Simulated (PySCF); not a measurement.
A structure optimised at r2SCAN-D4/def2-SVP, used in a PySCF frequency run:

```
Sn
H 1 1.7210
H 1 1.7210 2 108.61
C 1 2.1591 2 109.62 3 -119.75
H 4 1.0997 1 110.48 2 59.57
H 4 1.1000 5 108.75 1 -120.85
H 4 1.1000 5 108.75 6 -118.30
C 1 2.1591 2 109.62 3 119.75
H 8 1.0997 1 110.48 2 -59.57
H 8 1.1000 9 108.75 1 -120.85
H 8 1.1000 9 108.75 10 -118.30
```
Charge 0, spin multiplicity 1.

### Question
Write its SMILES, formula and point group.

### Answer
[CH3][SnH2][CH3], C2H8Sn, C2v

### Question
What are its rotational constants (standard atomic weights)?

### Answer
9.6374, 4.6288, 3.4311 GHz
